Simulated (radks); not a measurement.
Ionisation of the thulium ion Tm3+, [Xe] 4f12, to [Xe] 4f11 as the strength of local exchange is varied. Method: Dirac Kohn-Sham, Slater X-alpha exchange (alpha = 2/3 is LDA exchange), no correlation, spin-unpolarised, spherical densities, point nucleus; open shells fill j = l - 1/2 first; computed with a radial shooting solver on a logarithmic mesh with Libxc functionals.

alpha = 0.667: E(Tm3+) (hartree) -13565.3069; exchange (hartree) -270.4657; IE (eV) 43.784; -e of the level emptied (eV) 33.611 (4f7/2); <r> of it (bohr) 0.7577
alpha = 0.679: E(Tm3+) (hartree) -13570.1738; exchange (hartree) -275.4372; IE (eV) 44.193; -e of the level emptied (eV) 33.984 (4f7/2); <r> of it (bohr) 0.7560
alpha = 0.952: E(Tm3+) (hartree) -13681.3979; exchange (hartree) -389.5330; IE (eV) 54.010; -e of the level emptied (eV) 43.030 (4f7/2); <r> of it (bohr) 0.7201
alpha = 0.973: E(Tm3+) (hartree) -13689.9934; exchange (hartree) -398.3883; IE (eV) 54.805; -e of the level emptied (eV) 43.768 (4f7/2); <r> of it (bohr) 0.7177
alpha = 0.982: E(Tm3+) (hartree) -13693.6789; exchange (hartree) -402.1868; IE (eV) 55.148; -e of the level emptied (eV) 44.087 (4f7/2); <r> of it (bohr) 0.7166
alpha = 1.005: E(Tm3+) (hartree) -13703.1022; exchange (hartree) -411.9035; IE (eV) 56.028; -e of the level emptied (eV) 44.905 (4f7/2); <r> of it (bohr) 0.7139

NIST Atomic Spectra Database: 42.41 eV (semi-empirical). The central value is not met in this range of alpha. Spin polarisation and multiplet splitting are left out, so open shells lie too high by an amount that depends on their filling.

Beside tabulated values, note that spin-unpolarised runs miss the spin-polarisation part of the exchange energy of open shells. No tabulated value is given for the 4+ ions of Nd, Pm and Eu to Yb, where it belongs to another shell than the one emptied here.
